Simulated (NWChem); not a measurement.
System: AlH3O3; SMILES [OH][Al]([OH])[OH]

Excerpt of the output:

```
             Northwest Computational Chemistry Package (NWChem) 7.3.0
             --------------------------------------------------------

 C3H symmetry detected

                             Geometry "geometry" -> ""
                             -------------------------

 Output coordinates in angstroms (scale by  1.889725989 to convert to a.u.)

  No.       Tag          Charge          X              Y              Z
 ---- ---------------- ---------- -------------- -------------- --------------
    1 Al                  13.0000     0.00000000    -0.00000000     0.00000000
    2 O                    8.0000    -1.40029579     0.89021123     0.00000000
    3 H                    1.0000    -1.61678737     1.81209617     0.00000000
    4 O                    8.0000     1.47109344     0.76758611     0.00000000
    5 H                    1.0000     2.37771501     0.49413085     0.00000000
    6 O                    8.0000    -0.07079765    -1.65779734     0.00000000
    7 H                    1.0000    -0.76092763    -2.30622702     0.00000000

 Effective nuclear repulsion energy (a.u.)     164.3798298722

      Symmetry information
      --------------------

 Group name             C3h
 Group number             22
 Group order               6
 No. of unique centers     3

                                Z-matrix (autoz)
                                --------

 Units are Angstrom for bonds and degrees for angles

      Type          Name      I     J     K     L     M      Value
      ----------- --------  ----- ----- ----- ----- ----- ----------
    1 Stretch                  1     2                       1.65931
    2 Stretch                  1     4                       1.65931
    3 Stretch                  1     6                       1.65931
    4 Stretch                  2     3                       0.94696
    5 Stretch                  4     5                       0.94696
    6 Stretch                  6     7                       0.94696
    7 Bend                     1     2     3               135.66101
    8 Bend                     1     4     5               135.66101
    9 Bend                     1     6     7               135.66101
   10 Bend                     2     1     4               120.00000
   11 Bend                     2     1     6               120.00000
   12 Bend                     4     1     6               120.00000
   13 Torsion                  2     1     4     5        -180.00000
   14 Torsion                  2     1     6     7          -0.00000
   15 Torsion                  3     2     1     4          -0.00000
   16 Torsion                  3     2     1     6        -180.00000
   17 Torsion                  4     1     6     7        -180.00000
   18 Torsion                  5     4     1     6          -0.00000

  xc_inp: hfexch multiplicative factor not found.

                           NWChem Geometry Optimization
                           ----------------------------

 maximum gradient threshold         (gmax) =   0.000450
 rms gradient threshold             (grms) =   0.000300
 maximum cartesian step threshold   (xmax) =   0.001800
 rms cartesian step threshold       (xrms) =   0.001200
 fixed trust radius                (trust) =   0.300000
 source of zmatrix                         =   autoz

          -------------------
          Energy Minimization
          -------------------

 Using diagonal initial Hessian
 Scaling for Hessian diagonals: bonds = 1.00  angles = 0.25  torsions = 0.10

          --------
          Step   0

                                 NWChem DFT Module
                                 -----------------

 Summary of "ao basis" -> "ao basis" (spherical)
 ------------------------------------------------------------------------------
       Tag                 Description            Shells   Functions and Types
 ---------------- ------------------------------  ------  ---------------------
 Al                         def2-svp                 8       18   4s3p1d
 O                          def2-svp                 6       14   3s2p1d
 H                          def2-svp                 3        5   2s1p

      Symmetry analysis of basis
      --------------------------

        a'         19
        e'+        18
        e'-        18
        a"          8
        e"+         6
        e"-         6

  Rotation of axis

[...]

      ----------------------
      Optimization converged
      ----------------------

  Step       Energy      Delta E   Gmax     Grms     Xrms     Xmax
  ---- ---------------- -------- -------- -------- -------- --------
@    5    -468.17087483 -1.0D-07  0.00001  0.00001  0.00076  0.00155
                                     ok       ok       ok       ok

                                Z-matrix (autoz)
                                --------

 Units are Angstrom for bonds and degrees for angles

      Type          Name      I     J     K     L     M      Value     Gradient
      ----------- --------  ----- ----- ----- ----- ----- ---------- ----------
    1 Stretch                  1     2                       1.68071   -0.00000
    2 Stretch                  1     4                       1.68071   -0.00000
    3 Stretch                  1     6                       1.68071   -0.00000
    4 Stretch                  2     3                       0.94037    0.00001
    5 Stretch                  4     5                       0.94037    0.00001
    6 Stretch                  6     7                       0.94037    0.00001
    7 Bend                     1     2     3               129.37915    0.00001
    8 Bend                     1     4     5               129.37915    0.00001
    9 Bend                     1     6     7               129.37915    0.00001
   10 Bend                     2     1     4               120.00000   -0.00000
   11 Bend                     2     1     6               120.00000   -0.00000
   12 Bend                     4     1     6               120.00000    0.00000
   13 Torsion                  2     1     4     5         180.00000    0.00000
   14 Torsion                  2     1     6     7           0.00000    0.00000
   15 Torsion                  3     2     1     4           0.00000    0.00000
   16 Torsion                  3     2     1     6         180.00000    0.00000
   17 Torsion                  4     1     6     7         180.00000    0.00000
   18 Torsion                  5     4     1     6           0.00000    0.00000

                         Geometry "geometry" -> "geometry"
                         ---------------------------------

 Output coordinates in angstroms (scale by  1.889725989 to convert to a.u.)

  No.       Tag          Charge          X              Y              Z
 ---- ---------------- ---------- -------------- -------------- --------------
    1 Al                  13.0000    -0.00000000     0.00000000     0.00000000
    2 O                    8.0000    -1.43801469     0.87000355     0.00000000
    3 H                    1.0000    -1.57222132     1.80074899     0.00000000
    4 O                    8.0000     1.47245252     0.81035548     0.00000000
    5 H                    1.0000     2.34560503     0.46120911     0.00000000
    6 O                    8.0000    -0.03443783    -1.68035903     0.00000000
    7 H                    1.0000    -0.77338371    -2.26195810     0.00000000

 Effective nuclear repulsion energy (a.u.)     162.9621629664

      Symmetry information
      --------------------

 Group name             C3h
 Group number             22
 Group order               6
 No. of unique centers     3

                Final and change from initial internal coordinates
                --------------------------------------------------

                                Z-matrix (autoz)
                                --------

 Units are Angstrom for bonds and degrees for angles

      Type          Name      I     J     K     L     M      Value       Change
      ----------- --------  ----- ----- ----- ----- ----- ---------- ----------
    1 Stretch                  1     2                       1.68071    0.02140
    2 Stretch                  1     4                       1.68071    0.02140
    3 Stretch                  1     6                       1.68071    0.02140
    4 Stretch                  2     3                       0.94037   -0.00659
    5 Stretch                  4     5                       0.94037   -0.00659
    6 Stretch                  6     7                       0.94037   -0.00659
    7 Bend                     1     2     3               129.37915   -6.28186
    8 Bend                     1     4     5               129.37915   -6.28186
    9 Bend                     1     6     7               129.37915   -6.28186
   10 Bend                     2     1     4               120.00000    0.00000
   11 Bend                     2     1     6               120.00000    0.00000
   12 Bend                     4     1     6               120.00000    0.00000
   13 Torsion                  2     1     4     5         180.00000    0.00000
   14 Torsion                  2     1     6     7           0.00000    0.00000
   15 Torsion                  3     2     1     4           0.00000    0.00000
   16 Torsion                  3     2     1     6         180.00000    0.00000
   17 Torsion                  4     1     6     7         180.00000    0.00000
   18 Torsion                  5     4     1     6           0.00000    0.00000

[...]
```

Level: Hartree-Fock/def2-SVP. 

Reconstruct the input file.

One answer among several that fit: the input that was run:
```
start job
memory heap 200 mb stack 900 mb global 1100 mb
geometry units angstroms
  Al     0.000056     0.000173    -0.000023
  O     -1.084949    -1.252460     0.086802
  H     -1.931940    -1.442281    -0.291768
  O     -0.335231     1.324273    -0.941926
  H      0.104926     2.136589    -1.149639
  O      1.420186    -0.071820     0.855113
  H      1.827320    -0.694611     1.440872
end
basis spherical
  * library def2-svp
end
dft
  xc hfexch
  iterations 150
end
driver
  maxiter 150
end
task dft optimize
```
